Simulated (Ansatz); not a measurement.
# Relaxing a trial structure of CGaOSi

The starting geometry of this gas-phase doublet was optimised with GFN2-xTB.

```yaml
atoms:
  - { symbol: C, position_ang: [-0.2454, -0.7006, -0.4276] }
  - { symbol: Ga, position_ang: [0.5178, 1.2520, 0.7009] }
  - { symbol: O, position_ang: [0.5293, 0.1658, -0.9644] }
  - { symbol: Si, position_ang: [-1.4483, -0.7479, 0.8750] }
```

Question: Predict what becomes of its bonds when it is optimised with PBE0-D3(BJ)/def2-SVP.

Answer: It rearranges, giving a structure given below by its coordinates. Distances that change by over a tenth: C1–Ga2 (2.38 → 2.63 Å). Contacts that open: Ga2–O3 (1.99 → 3.19 Å). Contacts that close: Ga2–Si4 (2.81 → 2.64 Å).

The energy falls by 0.75 eV over 13 steps:

```csv
step,E − E(last) (eV)
1,0.747
2,0.497
4,0.129
5,0.085
6,0.050
8,0.005
9,0.001
10,0.000
12,0.000
13,0.000
```

Final geometry (Å):

```xyz
4

C    -0.2055   -0.4853   -0.5120
Ga    0.3257    1.4396    1.2063
O     0.5173   -0.3528   -1.4210
Si   -1.2842   -0.6322    0.9106
```

Frequencies at the end are all real (lowest 49 cm⁻¹). Open shells are spin-unrestricted. Run with Ansatz 0.2.0, 73 s on 1 thread of Intel(R) Xeon(R) Platinum 8375C CPU @ 2.90GHz (Ice Lake) (shared host).
